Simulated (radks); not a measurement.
Results of a calculation; reference values are marked as such.
Ionisation of neutral erbium, [Xe] 4f12 6s2, to Er+, [Xe] 4f12 6s1, under several functionals. Scalar-relativistic Kohn-Sham, spin-polarised, spherical densities, finite nucleus; open shells are filled with parallel spins first (spin-orbit coupling, left out, can overturn this in heavy ions); a radial shooting solver on a logarithmic mesh with Libxc functionals.

functional	E(Er) (hartree)	Exc (hartree)	IE (eV)	-e(HOMO) (eV)	<r> HOMO (bohr)	IE error (eV)
BP86	-13086.8195	-279.4000	6.296	2.483	0.8468	+0.189
XLYP	-13086.7588	-279.3232	6.236	2.149	0.8487	+0.129
LDA (Slater exchange, Perdew-Zunger correlation)	-13076.8101	-269.3822	6.391	2.612	0.8454	+0.283
r2SCAN	-13086.4014	-278.1194	5.916	2.004	0.8473	-0.191
AM05	-13077.1220	-269.6992	6.059	2.424	0.8453	-0.048
exchange-only PBE	-13081.1248	-273.6351	5.553	1.267	0.8544	-0.555
LDA (Slater exchange, VWN5 correlation)	-13076.8359	-269.4083	6.367	2.601	0.8456	+0.259
PBE	-13085.0621	-277.6400	6.156	2.345	0.8469	+0.048

NIST Atomic Spectra Database: 6.108 eV (measured). Closest: PBE. The Delta-SCF values span 0.84 eV, the total energies 10.01 hartree. The highest occupied level is 4f. Open shells are spherical and high-spin; term and fine-structure splittings are not resolved. Spin-orbit splitting is averaged out at the scalar-relativistic level.
